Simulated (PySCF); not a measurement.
ScCl₂, SMILES [Cl][Sc+][Cl], charge +1. Atoms are numbered in the order given.

```xyz
3

Sc     0.0000     0.0000     0.7329
Cl     0.0000    -1.8484    -0.4526
Cl     0.0000     1.8484    -0.4526
```
Charge +1, spin multiplicity 1.

Geometry optimised at B3LYP-D3(BJ)/def2-TZVP. The multiplicity is an assumed one; other spin states were not compared. The isomer is the one that the SMILES or the coordinates give; other isomers of the formula were not compared.

The numbers are results of B3LYP-D3(BJ)/def2-TZVP in PySCF, not measurements.

Frequencies are harmonic and unscaled.

Computed harmonic wavenumbers and intensities:
| mode | ν (cm⁻¹) | IR (km/mol) | moving atoms (share of kinetic energy) |
|---|---|---|---|
| 1 | 107 | 11.2 | Cl 73 %, Sc 27 % |
| 2 | 476 | 33.9 | Cl 65 %, Sc 35 % |
| 3 | 529 | 201.2 | Sc 53 %, Cl 47 % |
